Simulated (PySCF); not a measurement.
# What a mistake does to a calculation on AlBGeH6N cation

All numbers below are calculated, not measured. They come from PySCF 2.14.0, an open-source quantum chemistry program, on an isolated molecule that a program drew, which may never have been made. The molecule is AlBGeH6N cation (charge +1, singlet), drawn as the SMILES string `[BH2][GeH+][NH][AlH2]`.

Each row is a Hartree-Fock (HF) and frozen-core CCSD(T) single point in the cc-pV(D+d)Z basis, meant for a local HF minimum. Run 1 is clean. Each other run has one planted mistake out of seven kinds, and not every kind appears here: one electron removed, one electron added, multiplicity raised by two, geometry at a saddle point, minimal basis STO-3G, one bond length entered in bohr, all coordinates scaled. The reference is restricted for singlets and unrestricted otherwise, and also for a bond in bohr. Adding or removing an electron swaps singlet and doublet. Electrons count all cores. HOMO and LUMO are orbital energies over both spins, the gradient is its largest component, and the lowest frequency (negative if imaginary) is given only where the gradient is small. Bond lengths are over the 9 bonds as drawn. T1 is the CCSD diagnostic: over 0.02 (restricted) or 0.045 (unrestricted) a single reference is doubtful. Germanium has the cc-pVDZ-PP basis, with a core potential (ECP10MDF) in place of its 10 inner electrons, and its 3s, 3p and 3d shells are frozen in CCSD(T).

Geometry of the clean run:
```xyz
10
AlBGeH6N cation, angstrom
B    -0.9374    0.2478   -2.1276
Ge   -0.7330   -0.7392   -0.2954
N     0.3867   -0.2366    0.9497
Al    0.7077   -0.9799    2.6289
H    -1.7370    1.1238   -2.1973
H    -0.2511   -0.1112   -3.0286
H    -1.5317   -1.9647    0.1057
H     0.9340    0.5785    0.7115
H    -0.1934   -2.2298    2.8866
H     1.7927   -0.2521    3.4765
```

| run | electrons | basis functions | <S^2> | HOMO (eV) | LUMO (eV) | gradient (hartree/bohr) | lowest frequency (cm^-1) | mean bond (Å) | longest bond (Å) | T1 | HF (hartree) | CCSD(T) (hartree) | mistake |
|---|---|---|---|---|---|---|---|---|---|---|---|---|---|
| 1 | 62 | 104 | 0.000 | -15.77 | -4.02 | 2.0e-05 | 92 | 1.5252 | 2.091 | 0.0167 | -617.68934 | -618.14260 | no fault |
| 2 | 61 | 104 | 0.842 | -20.47 | -13.47 | 7.0e-02 | - | 1.5252 | 2.091 | 0.0250 | -617.15302 | -617.58111 | one electron removed |
| 3 | 63 | 104 | 0.767 | -5.58 | 1.16 | 6.4e-02 | - | 1.5252 | 2.091 | 0.0202 | -617.86492 | -618.33162 | one electron added |
| 4 | 62 | 104 | 0.000 | -15.77 | -5.20 | 1.5e-05 | -138 | 1.5281 | 2.119 | 0.0184 | -617.68656 | -618.14073 | ? |
| 5 | 62 | 104 | 2.138 | -9.44 | -9.08 | 8.8e-02 | - | 1.5252 | 2.091 | 0.0909 | -617.47581 | -617.94283 | ? |

**Which mistake was planted in run 4, and what did it cost?**

The gradient is small, so the point is stationary, but the lowest frequency is imaginary (-138 cm^-1). So the mistake is: geometry at a saddle point. Subtracting run 1 and multiplying by 627.51 kcal/mol a hartree, the energy moved by 1.7 kcal/mol in HF and 1.2 kcal/mol in CCSD(T).

**Which mistake was planted in run 5, and what did it cost?**

Electrons, basis and geometry are unchanged, and <S^2> is 2.138, beside S(S+1) = 2.00 for a multiplicity of 3. So the mistake is: multiplicity raised by two. Subtracting run 1 and multiplying by 627.51 kcal/mol a hartree, the energy moved by 134.0 kcal/mol in HF and 125.4 kcal/mol in CCSD(T).

Cautions from the logs. Run 5: T1 is over the limit, so its CCSD(T) energy is less reliable.
